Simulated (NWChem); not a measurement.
System: PbS, singlet; SMILES [S]=[Pb]

NWChem input:

```
start job
memory heap 200 mb stack 900 mb global 1100 mb
geometry units angstroms noautosym nocenter noautoz
  Pb     0.000000     0.000000    -0.364301
  S      0.000000     0.000000     1.917423
end
basis spherical
  * library def2-svpd
end
ecp
  Pb library def2-ecp
end
dft
  xc xcamb88 1.00 lyp 0.81 vwn_5 0.19 hfexch 1.00
  cam 0.33 cam_alpha 0.19 cam_beta 0.46
  iterations 150
end
property
  response 1 0.0
end
task dft property
```

Low-valent species are run as closed-shell singlets; no triplet was tried in these runs. Structure relaxed at the PBE0-D3(BJ)/def2-TZVP level. def2 effective core potentials on Pb; no spin-orbit coupling.

Static field.

**Question.** Predict the main results of this run. (CAM-B3LYP/def2-SVPD with def2 effective core potentials on Pb.) Quantities: isotropic polarisability (bohr³); anisotropy (bohr³).

**Answer.** 
| Item | Value |
|---|---|
| isotropic polarisability (bohr³) | 65.8 |
| anisotropy (bohr³) | 44.3 |
